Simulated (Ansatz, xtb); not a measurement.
# Relative energy of two isomers of C6H10FN

Structure X: `[H]/N=C1/C[C@@H](CC)[C@@H]1F`, a singlet. Structure Y: `CC[C@@H]1CC(N)=C1F`, a singlet. Both are isolated molecules in the gas phase, relaxed with PBE-D3(BJ)/def2-SVP; the shapes shown needn't be the lowest conformers.

X (Å):

```yaml
atoms:
  - { symbol: C, position_ang: [0.2109, 0.4160, -2.0418] }
  - { symbol: C, position_ang: [-1.0237, 0.0397, -1.2206] }
  - { symbol: C, position_ang: [-0.6808, -0.7624, 0.0273] }
  - { symbol: C, position_ang: [-1.7887, -1.1103, 1.0743] }
  - { symbol: C, position_ang: [-0.7465, -0.8522, 2.1543] }
  - { symbol: C, position_ang: [0.1020, -0.0553, 1.1671] }
  - { symbol: F, position_ang: [1.4720, -0.1932, 1.2383] }
  - { symbol: N, position_ang: [-0.5805, -1.3557, 3.3105] }
  - { symbol: H, position_ang: [0.7382, -0.4884, -2.4095] }
  - { symbol: H, position_ang: [-0.0562, 1.0317, -2.9237] }
  - { symbol: H, position_ang: [0.9391, 0.9925, -1.4346] }
  - { symbol: H, position_ang: [-1.7360, -0.5427, -1.8447] }
  - { symbol: H, position_ang: [-1.5726, 0.9579, -0.9118] }
  - { symbol: H, position_ang: [-0.1226, -1.6874, -0.2325] }
  - { symbol: H, position_ang: [-2.2332, -2.1238, 1.0549] }
  - { symbol: H, position_ang: [-2.6065, -0.3584, 1.0817] }
  - { symbol: H, position_ang: [0.3339, -1.0390, 3.6870] }
  - { symbol: H, position_ang: [-0.1472, 1.0327, 1.1996] }
```

Y (Å):

| atom | x (Å) | y (Å) | z (Å) |
| --- | --- | --- | --- |
| C | -1.2862 | 0.9780 | -2.0562 |
| C | -1.5593 | 0.8608 | -0.5548 |
| C | -1.4938 | -0.5847 | -0.0554 |
| C | -1.4961 | -0.7944 | 1.5083 |
| C | -0.1291 | -1.4368 | 1.3632 |
| C | -0.1463 | -1.2546 | 0.0177 |
| F | 0.7433 | -1.5302 | -0.9605 |
| N | 0.7464 | -1.8972 | 2.3290 |
| H | -2.0333 | 0.4059 | -2.6457 |
| H | -0.2862 | 0.5731 | -2.3116 |
| H | -1.3262 | 2.0316 | -2.3990 |
| H | -0.8177 | 1.4646 | 0.0140 |
| H | -2.5605 | 1.2834 | -0.3160 |
| H | -2.2809 | -1.1913 | -0.5632 |
| H | -1.5120 | 0.1573 | 2.0818 |
| H | -2.3049 | -1.4604 | 1.8812 |
| H | 1.5047 | -2.4841 | 1.9728 |
| H | 0.2959 | -2.3220 | 3.1432 |

Energies in hartree; the thermal terms are from GFN2-xTB frequencies at re-optimised GFN2-xTB minima (ideal gas, soft modes damped towards free rotors, one conformer each, 298.15 K, 1 atm) and include the zero-point energy:

|  | X | Y |
| --- | --- | --- |
| E, CCSD(T)/def2-SVP | −387.864995 | −387.854960 |
| E, MP2/def2-SVP | −387.753045 | −387.746171 |
| E, MP2/def2-TZVPP | −388.475568 | −388.469451 |
| zero-point energy | 0.149951 | 0.149864 |
| H(298 K) − E | 0.159350 | 0.159626 |
| G(298 K) − E | 0.116714 | 0.116602 |

Correct the CCSD(T) difference for the basis set by the MP2 change, then work out ΔE, ΔE₀, ΔH and ΔG for X → Y in kJ/mol (1 Eh = 2625.50 kJ/mol) and the equilibrium ratio [Y]/[X].

1. Differences Y − X: CCSD(T) +0.010035, MP2 in the small set +0.006874, MP2 in the large set +0.006117 Eh.
2. ΔE = +0.010035 + (+0.006117 − (+0.006874)) = +0.009278 Eh = +24.36 kJ/mol.
3. ΔE₀ = ΔE + ΔZPE = +0.009278 + (−0.000087) Eh = +24.13 kJ/mol.
4. ΔH = ΔE + (+0.000276) Eh = +25.08 kJ/mol.
5. ΔG = ΔE + (−0.000112) Eh = +24.07 kJ/mol, so ΔS = (ΔH − ΔG)/T = +3.4 J/(mol K).
6. kT = 0.9442 mEh, so K = [Y]/[X] = exp(−ΔG/kT) = exp(−9.71) ≈ 6.1 × 10^−5.

Structure X is favoured at this temperature. An error of 4 kJ/mol in ΔG would change K by a factor of 5. Mirror images and further conformers aren't counted.

As drawn, Y has 1 C–N, 1 C=C, 1 N–H in place of 1 C=N, 1 C–C, 1 C–H.

Other levels gave ΔE = +21.9 (GFN2-xTB); +37.7 (HF/STO-3G, GFN2-xTB geometries); +4.2 (r2SCAN-D4/def2-SVP, GFN2-xTB geometries); +6.2 (PBE-D3(BJ)/def2-SVP); +28.2 (HF/def2-SVP); +18.0 (MP2/def2-SVP); +26.3 (CCSD(T)/def2-SVP) kJ/mol. The correlated steps freeze 8 core orbitals. Programs: Ansatz 0.2.0, xtb 6.7.1.
